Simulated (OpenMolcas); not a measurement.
## d3 ions of charge +3 down a group with 6 bromide ligands in octahedral coordination

```yaml
Program: OpenMolcas 26.06
Method: CASSCF
Spin-orbit_coupling: state interaction with AMFI integrals over the reference wave functions
```

The d shell is active. Anionic complexes are neutralised by point charges behind the ligands. Distances were set from a Shannon-type radius of the metal (high-spin where two are listed) plus a fixed donor radius (Br 1.91 Å). Ligand basis ANO-RCC-VDZP, DKH2 Hamiltonian. States (labels of O, the rotations of Oh). Energies in cm-1 above the lowest state or level, χT in cm3 K/mol; 10Dq and B are least-squares fits to the states below 45000 cm-1, weighted by degeneracy, with a free offset, and given where the rms deviation is under 5 % of |10Dq| (or 100 cm-1) and under 700 cm-1. Spin-only χT is S(S+1) / 2 for the spin of the ground state.

```tsv
Ion	Shell	R (Å)	Metal basis	Outer charge (e at Å behind ligand)	Ground state	First state of that spin	10Dq	B (rms of fit)	First gap with spin-orbit (degeneracies)	χT at 300 K	First state of another spin	Spin-only χT
Cr3+	3d3	2.52	ANO-RCC-VDZP	0.5 at 2.6	4A2	4T2 9826			9706 (4, 2)	1.843	2E 18647	1.875
Mo3+	4d3	2.6	ANO-RCC-VDZP	0.5 at 3.2	4A2	4T2 16436	15876	621 (431)	13228 (4, 4)	1.768	2E 13356	1.875
```

The rows also differ in their outer charges, so part of each step comes from that.

χT departs most from the spin-only value for Mo3+, by -0.107 cm3 K/mol.

Without dynamic correlation the repulsion within the d shell is too large (B by tens of per cent), so at a given field states of lower spin stand too high. Ligand-to-metal charge-transfer states are missing. With no ligand orbital active B as a rule stays too high, so bands that hang on it stand too high and its fall with covalency is understated. With metal d orbitals alone and no dynamic correlation the field as a rule comes out too small, by tens of per cent, by up to half for chloride and softer ligands (holds for Cr3+). The least metal-like active orbital is 76 % on the metal (Löwdin) and no ligand orbital is active, so the numbers are rough (holds for Mo3+). With metal d orbitals alone the field can be off either way by tens of per cent (holds for Mo3+). No measured value stands beside these numbers; the geometry was imposed, not optimised, and the real ion may take another.
